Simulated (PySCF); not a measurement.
# TaH₅ at several levels of theory

All levels use the PBE0 minimum (singlet; Ta–H 1.754 Å (×4), Ta–H 1.790 Å; H–Ta–H 77.3° (×4), H–Ta–H 118.0° (×4), H–Ta–H 124.0° (×2)), basis [Ta def2-TZVP with ECP60, H def2-TZVP], scalar-relativistic core potentials, density fitting, no spin–orbit coupling, PySCF. For vertical energies the ionised species is a doublet (spins chosen at PBE0 and kept) and the electron-attached one a doublet. Atomisation goes to high-spin ground-configuration atoms, without zero-point energy. Open shells are unrestricted, also as the reference of the correlated levels. A dash marks a value that was not computed or is not defined at that level.

```tsv
level	atomisation (kJ/mol)	vertical IP (eV)	vertical EA (eV)	−ε(HOMO) (eV)	gap (eV)	dipole (D)
PBE0	?	?	?	?	?	?
HF	?	?	?	?	?	?
MP2	1346	11.32	0.81	–	–	–
PBE	1451	10.67	0.95	7.40	3.35	1.70
B3LYP	1460	11.00	1.01	8.53	5.29	1.79
r2SCAN	1462	10.84	1.02	7.73	3.93	1.82
TPSSh	1532	10.94	0.94	8.15	4.71	1.88
LC-wPBE	1433	11.35	1.21	11.59	11.15	1.95
B97-3	1425	10.99	0.89	8.80	6.02	1.82
```

Fill in the row of PBE0.

atomisation (kJ/mol) 1423, vertical IP (eV) 10.96, vertical EA (eV) 1.05, −ε(HOMO) (eV) 8.72, gap (eV) 5.77, dipole (D) 1.81.

Fill in the row of HF.

atomisation (kJ/mol) 1020, vertical IP (eV) 10.87, vertical EA (eV) 0.54, −ε(HOMO) (eV) 11.95, gap (eV) 12.85, dipole (D) 2.13.

Spin contamination in at least one species weakens the values at: HF, MP2.

Without diffuse functions attachment energies tend to come out too low.

With an element this heavy the missing spin–orbit coupling can shift these numbers.
